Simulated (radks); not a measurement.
Ionisation ladder of iodine, from I22+ to I43+. Each ion is in the ground configuration listed by NIST, and IE = E(next ion) - E(this ion). Calculated with a radial shooting solver on a logarithmic mesh with Libxc functionals: Dirac Kohn-Sham, PBE, spin-unpolarised, spherical densities, point nucleus; open shells are shared between the two j in proportion to 2j + 1.

species      configuration  E (hartree)  IE, Delta-SCF (eV)  <r> HOMO (bohr)  IE, NIST (eV)       kind  error (eV)
I22+     [Ar] 3d10 4s2 4p1  -6903.24936              674.42            0.679            683     theory        -8.6
I23+         [Ar] 3d10 4s2  -6878.46492              769.29            0.649            762     theory        +7.3
I24+         [Ar] 3d10 4s1  -6850.19413              804.24            0.644          800.8  semi-emp.        +3.4
I25+             [Ar] 3d10  -6820.63892              1403.1            0.281           1397     theory        +6.1
I26+              [Ar] 3d9  -6769.07751              1482.5            0.277           1472     theory       +10.5
I27+              [Ar] 3d8  -6714.59501              1563.6            0.274           1553     theory       +10.6
I28+              [Ar] 3d7  -6657.13431              1646.2            0.270           1639     theory        +7.2
I29+              [Ar] 3d6  -6596.63906              1730.2            0.267           1720     theory       +10.2
I30+              [Ar] 3d5  -6533.05373              1815.8            0.264           1812     theory        +3.8
I31+              [Ar] 3d4  -6466.32366              1902.9            0.261           1911     theory        -8.1
I32+              [Ar] 3d3  -6396.39514              1991.3            0.258           1999     theory        -7.7
I33+              [Ar] 3d2  -6323.21557              2081.2            0.255           2093     theory       -11.8
I34+              [Ar] 3d1  -6246.73363              2172.4            0.252           2181     theory        -8.6
I35+                  [Ar]  -6166.89946              2459.9            0.282           2431     theory       +28.9
I36+          [Ne] 3s2 3p5  -6076.49998              2542.5            0.280           2510     theory       +32.5
I37+          [Ne] 3s2 3p4  -5983.06365              2625.7            0.278           2598     theory       +27.7
I38+          [Ne] 3s2 3p3  -5886.56928              2709.4            0.276           2680     theory       +29.4
I39+          [Ne] 3s2 3p2  -5786.99930              2793.5            0.274           2836     theory       -42.5
I40+          [Ne] 3s2 3p1  -5684.34123              2877.6            0.272           2926     theory       -48.4
I41+              [Ne] 3s2  -5578.58987              3109.8            0.277           3096     theory       +13.8
I42+              [Ne] 3s1  -5464.30557              3190.4            0.275         3185.5  semi-emp.        +4.9
I43+                  [Ne]  -5347.06135              7456.5            0.102           7337     theory      +119.5

Reference values: NIST Atomic Spectra Database (exp. = measured, semi-emp. = semi-empirical, theory = theoretical value adopted there). The ionisation energy per charge of the ion left behind rises most, in proportion, at I43+ ([Ne]), from 74.195 to 169.47 eV. Spin polarisation and multiplet splitting are left out, so open shells lie too high by an amount that depends on their filling. Sharing an open shell by 2j + 1 raises it above the true ground level by a part of the spin-orbit splitting, which enters the differences from NIST.

Beside tabulated values, note that spin-unpolarised runs miss the spin-polarisation part of the exchange energy of open shells.
